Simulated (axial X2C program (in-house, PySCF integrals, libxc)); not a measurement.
**ClTaCl: properties at the nuclei**

Computed with an axial X2C code built on PySCF integrals: two-component X2C with atomic mean-field Coulomb and Gaunt terms, Gaussian nuclei, basis Cl dyall-av3z, Ta dyall-v3z with contracted cores.

Cl–Ta–Cl held linear, with bonds 2.280 and 2.280 Å (near the PBE0 minimum at charge 0 of the determinant lowest at the starting distance; the state shown can have its own minimum elsewhere, held linear; other orders of the atoms were not compared).

Input and command:
```json
{"zs": [17, 73, 17], "q": 0, "bas": ["dyall-av3z", "dyall-v3z", "dyall-av3z"], "r0": [2.45, 2.45], "symm": 1, "scan": ["PBE0", "HF", "r2SCAN"], "levels": ["PBE0", "HF", "LDA"], "nst": 2}
```
```bash
python solin.py task.json out
```

Keys: zs atomic numbers; q charge; bas basis sets; r0 starting distance in Å; symm equal bonds; scan levels of the two-bond scan; levels methods; nst determinants followed.

Determinant lowest in the PBE0 search, Ω = 3/2 (⟨Sz⟩ = 1.49, ⟨Lz⟩ = 0.01 at PBE0), spin on the atoms Cl -0.02, Ta 1.53, Cl -0.02:

| level | A∥/gI Cl (MHz) | qzz Cl (a.u.) | A∥/gI Ta (MHz) | qzz Ta (a.u.) |
| --- | --- | --- | --- | --- |
| PBE0 | 9.51 | 0.09 | 2760 | -5.11 |
| HF | -6.21 | 0.06 | 2470 | -7.10 |
| LDA | 13.6 | 0.01 | 2890 | -4.28 |

Determinant 0.32 eV from it at PBE0 and this distance, Ω = 3/2 (⟨Sz⟩ = -0.51, ⟨Lz⟩ = 2.01 at PBE0), spin on the atoms Cl 0.01, Ta -0.53, Cl 0.01:

```csv
level,A∥/gI Cl (MHz),qzz Cl (a.u.),A∥/gI Ta (MHz),qzz Ta (a.u.)
PBE0,2.28,0.10,692,-9.72
HF,42.5,0.22,-1520,-12.46
LDA,3.62,-0.01,774,-8.51
```

A∥ (defined per Ω) follows by multiplying with gI = μI/(I μN); qzz is the electric field gradient, eQq0 = 234.96 MHz × Q/barn × qzz. The operators were transformed with the bare-nucleus X2C matrices; with these basis sets, hyperfine constants and field gradients can be off by tens of per cent, and where levels differ in sign neither size nor sign is settled.

**Question.** With gI(181Ta) = 0.6773, Q(181Ta) = 3.17 barn (g factors from the IAEA table of nuclear moments by Stone; Q from Pyykkö, Mol. Phys. 2018), turn the PBE0 values of the first state into constants in MHz.

**Answer.** A∥(181Ta) = 2760 × 0.6773 = 1870 MHz; eQq0(181Ta) = 234.96 × (3.17) × (-5.11) = -3810 MHz.

The molecule was held linear; bending was not examined, so a bent shape may lie lower.

Each state is one determinant with collinear spin, which with several unpaired electrons need not be a pure state. Unrestricted Hartree–Fock can overshoot spin polarisation at the nuclei. This is the top spin component of a Σ state; components of lower Ω are not single determinants and can lie lower. With several open shells hyperfine constants can be off by a factor of several. At LDA a later determinant lies lower. States lie within half an eV, so the first need not be the ground state. Where a field gradient or hyperfine factor spreads by more than a factor of two over the levels, a constant derived from it is not to be relied on. PBE0 term energies can be off by some tenths of an eV.
